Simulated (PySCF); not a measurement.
# Dipole moment and polarisability of `CC[C@@H](C)[C@H](C)N`

Compound: C6H15N.
Numbering: `[CH3:1][CH2:2][C@@H:3]([CH3:4])[C@H:5]([CH3:6])[NH2:7]` (hydrogens: H8, H9, H10 on C1; H11, H12 on C2; H13 on C3; H14, H15, H16 on C4; H17 on C5; H18, H19, H20 on C6; H21, H22 on N7)

Structure used (GFN2-xTB), in Å, numbered top down from 1:
```xyz
22
C6H15N angstrom
C      2.5173   -0.1778    0.0015
C      1.0595   -0.5996   -0.1493
C      0.0689    0.5027    0.2432
C      0.2145    1.7275   -0.6624
C     -1.4043    0.0074    0.2321
C     -1.6701   -1.0549    1.2979
N     -1.8800   -0.4975   -1.0447
H      3.1721   -1.0299   -0.1688
H      2.7807    0.5969   -0.7138
H      2.7023    0.2004    1.0048
H      0.8845   -0.8986   -1.1864
H      0.8883   -1.4719    0.4845
H      0.2901    0.8119    1.2711
H     -0.5729    2.4495   -0.4534
H      0.1526    1.4442   -1.7121
H      1.1706    2.2176   -0.5013
H     -2.0314    0.8781    0.4672
H     -2.7371   -1.2534    1.3445
H     -1.3302   -0.7153    2.2728
H     -1.1665   -1.9869    1.0540
H     -1.7567    0.1976   -1.7718
H     -1.3625   -1.3283   -1.3105
```

Level: PBE0/def2-SVPD (PySCF), static field, nuclei fixed, core orbitals frozen in the response. The polarisability tensor in these axes (au):

```
x   89.95  2.41 -1.08
y    2.41 80.59 -3.12
z   -1.08 -3.12 77.83
```

Question: Diagonalise the tensor; give its mean and Δα, where Δα² is half the sum of the squared differences of the eigenvalues.

Answer: Principal values 75.79, 81.79 and 90.80 au; mean 82.79 au = 12.27 Å³ = 13.65 × 10⁻⁴⁰ C²·m²/J; Δα = 13.09 au (16 % of the mean).

Question: What is the dipole moment, and where does it point?

Answer: (1.23, 0.31, -0.03) D, 1.27 D in size, pointing from the negative to the positive side. Measured along this direction, the outermost atoms are H18 at the negative end and H9 and H8 at the positive end.

Question: What molar refraction does this α imply?

Answer: Lorentz–Lorenz: R = (4π/3)N_A α = 2.5225 cm³/(mol·Å³) × 12.27 Å³ = 30.9 cm³/mol, in the limit of long wavelengths.

Question: What are the principal values of the traceless quadrupole moment, Θ = ½Σq(3rr − r²1), about the centre of nuclear charge?

Answer: -7.87, 3.20, 4.67 D·Å. The values depend on the origin, since the dipole doesn't vanish. The electronic extent ⟨r²⟩ about the same centre is 984 bohr², a root-mean-square distance of 2.18 Å for the 58 electrons.

Question: Find the Langevin capture rate constant for H3O+ (19.018 u) meeting this molecule (101.120 u), k = 2.342 × 10⁻⁹ cm³/s × √(α in Å³ / reduced mass in u).

Answer: The reduced mass is 16.01 u, so k = 2.05 × 10⁻⁹ cm³/s. The formula leaves out the permanent dipole, which adds to the capture rate.

Question: Rayleigh depolarisation ratio (linearly polarised light, static tensor)?

Answer: ρ = 3Δα²/(45ᾱ² + 4Δα²) = 513.8/(308446 + 685.1) = 0.00166.

Question: Form Σ f/ω² (atomic units) for the 6 lowest TDDFT singlets, given as eV and f, and set it beside the mean polarisability, which is this sum over all singlets: 6.24, 0.0261; 6.86, 0.0174; 6.96, 0.0029; 7.09, 0.0029; 7.84, 0.0022; 8.01, 0.0121.

Answer: They add up to 1.02 au, 1.2 % of the 82.79 au; the largest single term is 0.50 au, from the state at 6.24 eV. Terms in order: 0.50, 0.27, 0.04, 0.04, 0.03, 0.14 au. Higher excitations give the rest. The strengths listed sum to 0.064.

Isolated species at its GFN2-xTB geometry (one conformer only).
